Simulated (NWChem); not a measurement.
BH₂Br; SMILES BBr

```xyz
4

B      0.0000     0.0000    -1.5564
H      0.0000     1.0696    -2.1229
H      0.0000    -1.0696    -2.1229
Br     0.0000     0.0000     0.3436
```
Atoms are numbered in this order, from 1.

Computed with NWChem. Geometry: optimised at PBE-D3(BJ)/def2-SVP. Ions are spin-unrestricted doublets at the neutral geometry; other ion states weren't tried. Functional: LC-ωPBE (HJS hole) with def2-SVP; the question gives the range parameter ω in 1/bohr.

Task: Estimate the computed values for range parameter (1/bohr) 0.40. Quantities: vertical ionisation energy, ΔSCF (eV); −ε(HOMO) (eV).

Result: vertical ionisation energy, ΔSCF (eV): 10.99
−ε(HOMO) (eV): 10.88
